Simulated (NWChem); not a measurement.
# Basis-set convergence for HISSi

```xyz
4

Si    -1.3009     0.8844     0.0000
I      0.3148    -1.0508     0.0000
S      0.1459     2.4907     0.0000
H     -0.8052     3.4597     0.0000
```
Charge 0, spin multiplicity 1.

Program: NWChem. The geometry was optimised at B3LYP/def2-SVP with def2 effective core potentials on I, a minimum by its harmonic frequencies. It is one conformer; others weren't searched.

Quantity: LUMO energy at the level PBE.

Effective core potentials replace the inner electrons of I; spin-orbit coupling is left out. The structure started from a generated list of species.

Task: In def2-QZVP the value is -3.52 eV. Among def2-SVP, def2-SVPD, def2-TZVP, def2-TZVPP, def2-TZVPD, which is the smallest basis within 0.1 eV of it?

Result: def2-SVP, with 67 functions against 252 (also within reach: def2-SVPD, def2-TZVP, def2-TZVPP, def2-TZVPD). def2-QZVP isn't the basis-set limit itself, and a small set can land close by cancellation.

| basis | functions | LUMO energy (eV) |
|---|---|---|
| def2-SVP | 67 | -3.44 |
| def2-SVPD | 94 | -3.57 |
| def2-TZVP | 130 | -3.48 |
| def2-TZVPP | 148 | -3.48 |
| def2-TZVPD | 157 | -3.53 |
| def2-QZVP | 252 | -3.52 |
